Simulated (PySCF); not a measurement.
IrF6, SMILES [F][Ir]([F])([F])([F])([F])[F] (connectivity only; charge and spin as stated), neutral, multiplicity 4.

Geometry: PBE0-D3(BJ)/def2-SVP. The multiplicity is an assumed one; other spin states were not compared. The isomer is the one that the SMILES or the coordinates give; other isomers of the formula were not compared. The def2 effective core potentials stand for the cores of Ir; spin–orbit coupling is left out.

All values below come from TDA-CAM-B3LYP/def2-SVPD (PySCF).

Vertical excitations; the highest root listed may be one member of a degenerate set. Gas-phase values at a fixed geometry.

### Question
List the lowest excited states. (The exact figures need the calculation; the answer reports its results.)

### Answer

```
state    energy (eV)  λ (nm)      f                                                      main pairs
-------  -----------  ------  -----  --------------------------------------------------------------
root 1          2.97     417  0.000    β HOMO−2→LUMO 33 %, β HOMO−1→LUMO+1 33 %, β HOMO→LUMO+2 33 %
root 2          3.23     384  0.000                 β HOMO→LUMO+1, β HOMO−1→LUMO+2 (degenerate set)
root 3          3.23     384  0.000                   β HOMO→LUMO, β HOMO−2→LUMO+2 (degenerate set)
root 4          3.23     384  0.000                 β HOMO−1→LUMO, β HOMO−2→LUMO+1 (degenerate set)
root 5          3.25     382  0.000                 β HOMO→LUMO+1, β HOMO−1→LUMO+2 (degenerate set)
root 6          3.25     382  0.000                   β HOMO→LUMO, β HOMO−2→LUMO+2 (degenerate set)
root 7          3.25     382  0.000                 β HOMO−1→LUMO, β HOMO−2→LUMO+1 (degenerate set)
root 8          3.55     349  0.000               β HOMO−3→LUMO+2, β HOMO−4→LUMO+1 (degenerate set)
root 9          3.55     349  0.000                 β HOMO−5→LUMO, β HOMO−4→LUMO+1 (degenerate set)
root 10         3.58     347  0.000  β HOMO−4→LUMO+1 33 %, β HOMO−3→LUMO+2 33 %, β HOMO−5→LUMO 33 %
```
Unrestricted roots are not spin-pure.
